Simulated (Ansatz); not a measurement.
Compare A (`CO[C](=N)[SnH3]`) with its isomer B (`C=[N][SnH]([CH3])[OH]`).

Program: Ansatz. Geometries: PBE0-D4/def2-TZVP. ΔE: electronic, gas phase. CCSD(T)/CBS adds triple-zeta CCSD(T) − MP2 to the extrapolated MP2 energy (def2 sets, frozen cores). Functionals use def2-TZVPP. def2 core potentials past Kr. For Sn outer-core shells are correlated without core-valence functions, which leaves a few kJ/mol of doubt a bond. Each species was taken in one conformer, which may not be the lowest.

A:

```xyz
12

C     1.1144   -1.3411   -1.0940
O     0.2390   -0.2496   -0.8660
C    -0.0607    0.0516    0.4200
N     0.3426   -0.5207    1.4690
Sn   -1.4023    1.7370    0.5536
H     1.2259   -1.4173   -2.1733
H     2.0942   -1.1651   -0.6393
H     0.6945   -2.2740   -0.7056
H     0.9722   -1.3057    1.2962
H    -1.7091    2.0397    2.1973
H    -0.6655    3.0867   -0.1845
H    -2.8453    1.3586   -0.2734
```

B:

Z-matrix (Å, degrees):
```
Sn
N 1 2.053
O 1 1.978 2 107.3
C 1 2.128 2 108.1 3 -118.8
H 1 1.702 2 109.1 3 113.1
C 2 1.259 1 119.1 3 -3.4
H 3 0.959 1 113.5 2 -89.2
H 4 1.090 1 109.5 2 58.0
H 4 1.090 1 109.5 2 -61.2
H 4 1.090 1 110.2 2 178.5
H 6 1.099 2 119.4 1 179.7
H 6 1.101 2 125.4 1 -0.4
```

Task: Which is lower in electronic energy at CCSD(T)/CBS, and by how much? (Best estimate.)

Result: The calculation gave: B, by 144.5 kJ/mol.

Task: Give E(B) − E(A) in kJ/mol with CCSD/def2-TZVPP, PBE0-D4, HF/def2-TZVPP, r2SCAN-D4, PBE-D4, ωB97M-V, MP2/def2-TZVPP. (Estimate.)

Result: The calculation gave: CCSD/def2-TZVPP -128.6, PBE0-D4 -111.1, HF/def2-TZVPP -123.1, r2SCAN-D4 -116.6, PBE-D4 -109.6, ωB97M-V -120.3, MP2/def2-TZVPP -141.6. None reverses the order clearly.

Largest T1 diagnostic: 0.014.

In def2-TZVPP, CCSD(T) changes the Hartree–Fock value by −5.1 kJ/mol (the triples alone add +0.5 kJ/mol) and MP2 by −18.6 kJ/mol.
